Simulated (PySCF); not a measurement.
Computed shifts of a molecule CH6OSeSi, PySCF with PBE/pcSseg-1, GIAO, gas phase, atoms alike by connectivity averaged where their shifts nearly agree, in ppm (number of nuclei): ²⁹Si: -8.2 (1). ¹³C: 55.7 (1). ¹H: 6.18 (1), 5.80 (1), 3.98 (3), 1.15 (1). References: ²⁹Si against TMS (σ = 335.4 ppm); ⁷⁷Se against Me2Se (σ = 1634.8 ppm); ¹⁷O against H2O (σ = 334.3 ppm); ¹³C against TMS (σ = 182.0 ppm); ¹H against TMS (σ = 31.49 ppm), references at their B3LYP-D3(BJ)/def2-TZVP geometries, non-relativistic. The structure is a stationary point at B3LYP-D3(BJ)/def2-SVP. The values are those of a single conformer.

**Question.** Identify the compound among the candidates.
(A) CO[SiH2][SeH]
(B) CO[Se][SiH3]
(C) C[Se]O[SiH3]

**Answer.** A, CO[SiH2][SeH]
